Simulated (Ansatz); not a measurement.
Stepwise reaction of `[O]=[Mo]([OH])([OH])([F])[Cl]` with hydrogen fluoride, as a gas-phase model of exchange steps in deposition or etching. ΔE in kJ/mol; ΔG adds harmonic PBE0-D4 terms to CCSD(T)/CBS, at 1 bar.

Isolated molecules relaxed with PBE0-D4/def2-TZVP in Ansatz; ΔE leaves out vibrations. CCSD(T)/CBS adds triple-zeta CCSD(T) − MP2 to the extrapolated MP2 energy (def2 sets, frozen cores). This one scheme is used for every species. Functionals use def2-TZVPP. B3LYP here is the variant with VWN-RPA as its local correlation; programs differ in this. def2 core potentials past Kr. For Mo outer-core shells are correlated without core-valence functions, which leaves a few kJ/mol of doubt a bond. Each species was taken in one conformer, which may not be the lowest.

| step | reaction | PBE-D4 | B3LYP-D4 | ωB97M-V | CCSD(T)/CBS | ΔG(600 K) |
| --- | --- | --- | --- | --- | --- | --- |
| 1 | `[O]=[Mo]([OH])([OH])([F])[Cl]` + H–F → `[O]=[Mo]([OH])([F])([F])[Cl]` + H₂O | -25.5 | -24.3 | -25.7 | -16.0 | -21.5 |
| 2 | `[O]=[Mo]([OH])([F])([F])[Cl]` + H–F → `[O]=[Mo]([F])([F])([F])[Cl]` + H₂O | -23.2 | -21.2 | -22.6 | -14.9 | -13.9 |

By hand: ΔE of the 2 steps together at CCSD(T)/CBS.

(-16.0) + (-14.9) = -30.9 kJ/mol, or -15.4 kJ/mol a step.

In ΔE the steps differ by no more than 1.1 kJ/mol. All are downhill at CCSD(T)/CBS. ΔG lies between -21.5 and -13.9 kJ/mol a step. PBE-D4 differs from CCSD(T)/CBS by -9.5 to -8.3 kJ/mol a step. Only this route is followed, and other bonds may react first. Isolated molecules leave out the surface, adducts and barriers. Largest T1 diagnostic: 0.024.
